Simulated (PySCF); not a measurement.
PySCF input file for O₃Zr, SMILES [O]1[O][Zr]1=[O], multiplicity 1, IEF-PCM-PBE0/def2-SVP. The structure is a stationary point at B3LYP-D3(BJ)/def2-TZVP. The multiplicity is an assumed one; other spin states were not compared. The def2 effective core potentials stand for the cores of Zr; spin–orbit coupling is left out.

```python
import numpy as np
from pyscf import gto, scf, dft
from pyscf.solvent import pcm

mol = gto.M(
    atom='''
    Zr    0.31174969   -0.26314155    0.00000000
    O    -0.88506153   -1.55660515   -0.00000001
    O    -0.33684348    1.43615646    0.74638650
    O    -0.33684345    1.43615646   -0.74638651
    ''',
    basis='def2-SVP',
    ecp={'Zr': 'def2-svp'},
    charge=0,
    spin=0,
    max_memory=1600,
    verbose=3,
)
mf = dft.RKS(mol, xc='pbe0').density_fit(auxbasis='def2-universal-jkfit')
mf.grids.level = 3
mf.conv_tol = 1e-9
mf.max_cycle = 100
mf.kernel()
res = {}
for name, eps in {'water': 78.355, 'chloroform': 4.7113, 'n-hexane': 1.8819}.items():
    s = mf.PCM()
    s.with_solvent.method, s.with_solvent.eps, s.with_solvent.lebedev_order = 'IEF-PCM', eps, 29
    s.kernel(mf.make_rdm1())
    res[name] = (s.e_tot, eps, s.dip_moment(), s.mo_energy, s.converged)
    print(f'{name}: electrostatic solvation free energy {(s.e_tot - mf.e_tot) * 627.509474:.3f} kcal/mol')
```

Output:

```
converged SCF energy = -272.281299854813

WARN: PCM is an experimental feature. It is still in testing.
Features and APIs may be changed in the future.

converged SCF energy = -272.334413117685
Dipole moment(X, Y, Z, Debye):  8.94994, -3.04835, -0.00000
water: electrostatic solvation free energy -33.329 kcal/mol

WARN: PCM is an experimental feature. It is still in testing.
Features and APIs may be changed in the future.

converged SCF energy = -272.318491688339
Dipole moment(X, Y, Z, Debye):  8.45568, -2.88249, -0.00000
chloroform: electrostatic solvation free energy -23.338 kcal/mol

WARN: PCM is an experimental feature. It is still in testing.
Features and APIs may be changed in the future.

converged SCF energy = -272.299795035473
Dipole moment(X, Y, Z, Debye):  7.86336, -2.67467,  0.00000
n-hexane: electrostatic solvation free energy -11.606 kcal/mol
```

The calculation finished and met its thresholds.

Cost: very roughly 12 core-seconds.
